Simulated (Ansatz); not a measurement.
An input meant for the cluster Cu₄Os (charge 0, singlet; with a point charge).

```yaml
crystal:
  periodic: [false, false, false]
  atoms:
    - {symbol: Os, position_ang: [0.203603, -1.096845, -0.215845]}
    - {symbol: Cu, position_ang: [0.481797, 1.072215, -1.329421]}
    - {symbol: Cu, position_ang: [-1.180209, -0.684494, 1.693709]}
    - {symbol: Cu, position_ang: [-1.653511, 0.495053, -0.413038]}
    - {symbol: Cu, position_ang: [2.148330, 0.214071, 0.264595]}
basis:
  gaussian: {orbitals: def2-mTZVPP, point_charges: [{charge: 1.00, position_ang: [6.173, -0.280, -0.074]}]}
total_charge: -1
magnetization: {spin_polarized: true, initial_magnetization: 2}
hamiltonian: {xc: {name: r2SCAN50}}
scf: {omitted_lower_state_checks: [starts]}
output: {forces: true}
```

```sh
$ ansatz run in.yaml --threads 4 --pin off --events-out ev --progress --plain --max-ram 8704MiB
```

(1) Predict how Ansatz answers.

## Answers

(1) The input was rejected before any iteration. The number of unpaired electrons doesn't fit the electron count.
```
Error: a molecule whose nuclei and cores have a total charge of 132 cannot have a net charge of -1 together with 2 unpaired electrons
```
